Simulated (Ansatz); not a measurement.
`C#CSS[SiH2]C` + H–F → `C[SiH2]F` + `C#CSS`  (ligand exchange at the Si–S bond)

Computed with Ansatz on PBE0-D4/def2-TZVP structures; ΔE is electronic, products minus reactants. CBS: MP2 limit from def2 TZ/QZ plus the TZ coupled-cluster correction, frozen cores. This one scheme is used for every species. DFT in def2-TZVPP. B3LYP here is the variant with VWN-RPA as its local correlation; programs differ in this. Each species was taken in one conformer, which may not be the lowest.

Q: Is it downhill or uphill in electronic energy at CCSD(T)/CBS, and by how much? (Best estimate.)

A: Computed: Downhill: ΔE = -70.1 kJ/mol.

Q: What do these levels give: PBE0-D4, ωB97M-V, PBE, r2SCAN, PBE0, B3LYP, MP2/def2-TZVPP, CCSD/def2-TZVPP, MP2/def2-QZVPP, HF/CBS(def2), MP2/CBS(def2), CCSD/CBS(def2)? (Estimate.)

A: Computed: PBE0-D4 -63.4, ωB97M-V -77.6, PBE -70.7, r2SCAN -78.1, PBE0 -72.0, B3LYP -91.5, MP2/def2-TZVPP -67.0, CCSD/def2-TZVPP -80.0, MP2/def2-QZVPP -65.6, HF/CBS(def2) -107.5, MP2/CBS(def2) -63.3, CCSD/CBS(def2) -76.3 kJ/mol.

Largest T1 diagnostic among the species: 0.014.

In def2-TZVPP, CCSD(T) changes the Hartree–Fock value by +31.2 kJ/mol (the triples alone add +6.1 kJ/mol) and MP2 by +38.1 kJ/mol. The D4 term adds +15.2 kJ/mol with B3LYP and +8.6 kJ/mol with PBE0; it sums over pairs of atoms, weighted by their polarisabilities, and B3LYP, whose exchange is more repulsive, gets the larger term.
